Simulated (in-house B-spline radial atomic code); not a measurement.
Configurations of the dysprosium ion Dy⁸⁺, with energies counted from [Kr] 4d10 4f8 5s2 5p2. All numbers are computed (Dirac-Hartree-Fock, average of configuration; Fermi nucleus of rms radius 5.2218 fm) with an all-electron radial atomic-structure program (B-spline basis), not measured. Energies include first-order Breit, QED and recoil terms.

Occupations are held fixed; configurations that lie above the ionisation limit could autoionise.

```csv
configuration,E - E(ref) (eV),highest orbital,its <r> (bohr)
[Kr] 4d10 4f8 5s2 5p1 6d1,82.506,6d5/2,2.993
[Kr] 4d10 4f8 5s2 5p1 8d1,112.7,8d5/2,6.657
[Kr] 4d10 4f8 5s2 5p1 7g1,116.33,7g7/2,6.863
[Kr] 4d10 4f8 5s2 5p1 9g1,125.4,9g7/2,12.13
[Kr] 4d9 4f8 5s2 5p3,156.57,5p3/2,1.323
[Kr] 4d9 4f9 5s2 5p2,162.15,5p3/2,1.34
[Kr] 4d9 4f8 5s2 5p2 6s1,215.64,6s1/2,2.269
```

Problem. Order these further configurations by energy, lowest first.
A. [Kr] 4d10 4f7 5s2 5p2 8g1
B. [Kr] 4d10 4f8 5s2 5p1 8s1
C. [Kr] 4d10 4f7 5s2 5p2 9g1
D. [Kr] 4d9 4f8 5s2 5p2 6g1
E. [Kr] 4d10 4f8 5s2 5p1 7s1

Solution. E (89.068 eV), B (105.29 eV), A (118.59 eV), C (122.3 eV), D (267.57 eV).

Problem. How far above the reference does [Kr] 4d10 4f8 5s2 5p1 6g1 lie?

Solution. 108.07 eV; its least bound orbital is 6g7/2 with <r> = 4.735 bohr.

Problem. How far above the reference does [Kr] 4d10 4f7 5s2 5p2 6d1 lie?

Solution. 78.865 eV; its least bound orbital is 6d5/2 with <r> = 2.966 bohr.

Problem. How far above the reference does [Kr] 4d10 4f8 5s2 5p1 9s1 lie?

Solution. 114.71 eV; its least bound orbital is 9s1/2 with <r> = 7.522 bohr.
